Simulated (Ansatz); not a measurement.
Basis-set series for B2ClH3S, SMILES `SBBCl`. The species carries charge 0 and has multiplicity 1. The geometry is a stationary point of PBE0-D4/def2-TZVP. It is one conformer, not always the lowest.

Z-matrix (Å, degrees):
```
B
B 1 1.670
S 1 1.769 2 120.7
H 1 1.196 2 120.5 3 179.7
Cl 2 1.748 1 119.4 3 89.3
H 2 1.196 1 124.9 3 -93.0
H 3 1.345 1 99.6 2 180.0
```

```
functional       basis  functions  energy (Eh)  HOMO (eV)  LUMO (eV)
   PBE0-D4    def2-SVP         79   -909.26550      -7.90      -1.61
   PBE0-D4  def2-TZVPP        188   -909.61496      -8.03      -1.79
   ωB97M-V    def2-SVP         79   -909.54866     -10.08       0.48
   ωB97M-V  def2-TZVPP        188   -909.89920     -10.26       0.20
```

Task: Give the rows for def2-QZVPP. (Best estimate.)

Result: Ansatz gave: 
```tsv
functional	basis	functions	energy (Eh)	HOMO (eV)	LUMO (eV)
PBE0-D4	def2-QZVPP	344	-909.64353	-8.06	-1.84
ωB97M-V	def2-QZVPP	344	-909.92626	-10.29	0.11
```

Positive LUMOs are unbound and depend on the basis.
